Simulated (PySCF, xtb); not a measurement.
Si(Cl)2(F)(GeH3) (Cl₂FGeH₃Si), SMILES [GeH3][Si](F)(Cl)Cl.

GFN2-xTB (xtb 6.7.1) at its own geometry gives an orbital gap of 5.57 eV and a dipole moment of 0.91 D.

Geometry optimised at ωB97X-D3(BJ)/def2-SVP.

### Question
What does PBE/def2-TZVP (PySCF) give? (Estimate from the structure and the level; the computed values follow.)

### Answer
gap 6.25 eV (levels -7.53 and -1.29 eV), dipole 1.65 D.
